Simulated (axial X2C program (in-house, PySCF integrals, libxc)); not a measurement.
**Spin–orbit effects down a group: molecules with Be (ions), HF**

All values come from calculations with an axial X2C code built on PySCF integrals, spin-free (one-electron X2C) or two-component (2c: spin–orbit coupling with atomic mean-field Coulomb and Gaunt terms, which also bring small scalar terms), in Dyall basis sets with cores contracted in-house; open shells are unrestricted.

Basis sets: Be dyall-cv3z, H dyall-v3z, Li dyall-cv3z, Na dyall-cv3z.

```csv
molecule,spin-free state,Re (Å),ωe (cm⁻¹),De (eV),2c state,Re 2c (Å),ωe 2c (cm⁻¹),De 2c (eV)
BeH⁺,"M_S = 0, Λ = 0",1.306,2312.0,2.08,Ω = 0,1.306,2312.0,2.08
LiBe⁺,"M_S = 0, Λ = 0",2.648,316.8,0.63,Ω = 0,2.648,316.8,0.63
NaBe⁺,"M_S = 0, Λ = 0",3.049,190.5,0.38,Ω = 0,3.049,190.5,0.38
```

Q: Work out the shifts from the spin-free to the two-component result.

A: 

| molecule | 2c state | ΔRe (Å) | Δωe (cm⁻¹) | ΔDe (eV) |
| --- | --- | --- | --- | --- |
| BeH⁺ | Ω = 0 | 0.000 | 0.0 | 0.00 |
| LiBe⁺ | Ω = 0 | 0.000 | 0.0 | 0.00 |
| NaBe⁺ | Ω = 0 | 0.000 | 0.0 | 0.00 |

Shifts of one unit in the last digit are rounding.

Fragments in 2c: Be+ + H, Be + Li+, Na+ + Be. Each entry is the lowest single determinant of a limited PBE0 search at one distance. De goes to single-determinant-based atoms at the same level (for ions the charge split of lowest energy) and is withheld (n/a) where an atom does not fit its ground term or J level. Main or longest-lived isotopes.
